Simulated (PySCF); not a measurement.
O₂S₂, SMILES O=[S][S]=O (connectivity only; charge and spin as stated), neutral, multiplicity 1. Heavy atoms are numbered as in [O:1]=[S:2][S:3]=[O:4].

Coordinates come from a PBE0-D3(BJ)/def2-SVP optimisation. One conformer was computed; it need not be the lowest.

Level of theory: HF/pcSseg-2 (PySCF).

GIAO shieldings, no solvent; atoms alike by connectivity are averaged. δ = σ(ref) − σ: ¹⁷O against H2O (σ = 326.0 ppm); ³³S against H2S (σ = 707.7 ppm), references at their B3LYP-D3(BJ)/def2-TZVP geometries, non-relativistic.

```csv
nucleus,atoms,count,δ (ppm)
¹⁷O,O1,2,858.9
³³S,S2,2,1867.1
```
